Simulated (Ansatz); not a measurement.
Consider the formal exchange of groups at the Si–F bond: `F[SiH2][TeH]` + `C=NCF` → `C=N[SiH2][TeH]` + difluoromethane.

Isolated molecules relaxed with PBE0-D4/def2-TZVP in Ansatz; ΔE leaves out vibrations. CBS: MP2 limit from def2 TZ/QZ plus the TZ coupled-cluster correction, frozen cores. This one scheme is used for every species. Functionals use def2-TZVPP. B3LYP here is the variant with VWN-RPA as its local correlation; programs differ in this. Elements past krypton have def2 core potentials. For Te outer-core shells are correlated without core-valence functions, which leaves a few kJ/mol of doubt a bond. One conformer a species, not always the lowest.

```json
{"level": "PBE-D4", "ΔE (kJ/mol)": "104.2", "difference from CCSD(T)/CBS": "-8.6"}
{"level": "r2SCAN-D4", "ΔE (kJ/mol)": "111.0", "difference from CCSD(T)/CBS": "-1.8"}
{"level": "PBE0-D4", "ΔE (kJ/mol)": "105.4", "difference from CCSD(T)/CBS": "-7.4"}
{"level": "B3LYP-D4", "ΔE (kJ/mol)": "107.0", "difference from CCSD(T)/CBS": "-5.8"}
{"level": "ωB97X-V", "ΔE (kJ/mol)": "110.0", "difference from CCSD(T)/CBS": "-2.8"}
{"level": "ωB97M-V", "ΔE (kJ/mol)": "109.7", "difference from CCSD(T)/CBS": "-3.1"}
{"level": "B2PLYP", "ΔE (kJ/mol)": "112.2", "difference from CCSD(T)/CBS": "-0.6"}
{"level": "PBE", "ΔE (kJ/mol)": "107.9", "difference from CCSD(T)/CBS": "-4.9"}
{"level": "r2SCAN", "ΔE (kJ/mol)": "112.0", "difference from CCSD(T)/CBS": "-0.8"}
{"level": "PBE0", "ΔE (kJ/mol)": "108.9", "difference from CCSD(T)/CBS": "-3.9"}
{"level": "B3LYP", "ΔE (kJ/mol)": "113.0", "difference from CCSD(T)/CBS": "0.2"}
{"level": "HF/def2-TZVPP", "ΔE (kJ/mol)": "110.2", "difference from CCSD(T)/CBS": "-2.6"}
{"level": "MP2/def2-TZVPP", "ΔE (kJ/mol)": "110.8", "difference from CCSD(T)/CBS": "-2.0"}
{"level": "SCS-MP2/def2-TZVPP", "ΔE (kJ/mol)": "110.8", "difference from CCSD(T)/CBS": "-2.0"}
{"level": "CCSD/def2-TZVPP", "ΔE (kJ/mol)": "111.4", "difference from CCSD(T)/CBS": "-1.4"}
{"level": "CCSD(T)/def2-TZVPP", "ΔE (kJ/mol)": "109.6", "difference from CCSD(T)/CBS": "-3.2"}
{"level": "HF/def2-QZVPP", "ΔE (kJ/mol)": "112.1", "difference from CCSD(T)/CBS": "-0.7"}
{"level": "MP2/def2-QZVPP", "ΔE (kJ/mol)": "113.3", "difference from CCSD(T)/CBS": "0.5"}
{"level": "SCS-MP2/def2-QZVPP", "ΔE (kJ/mol)": "113.3", "difference from CCSD(T)/CBS": "0.5"}
{"level": "HF/CBS(def2)", "ΔE (kJ/mol)": "112.4", "difference from CCSD(T)/CBS": "-0.4"}
{"level": "MP2/CBS(def2)", "ΔE (kJ/mol)": "114.0", "difference from CCSD(T)/CBS": "1.2"}
{"level": "CCSD/CBS(def2)", "ΔE (kJ/mol)": "114.6", "difference from CCSD(T)/CBS": "1.8"}
{"level": "CCSD(T)/CBS", "ΔE (kJ/mol)": "112.8", "difference from CCSD(T)/CBS": "0"}
```

Largest T1 diagnostic among the species: 0.013.

The D4 term adds −6.0 kJ/mol with B3LYP and −3.5 kJ/mol with PBE0; it sums over pairs of atoms, weighted by their polarisabilities, and B3LYP, whose exchange is more repulsive, gets the larger term.
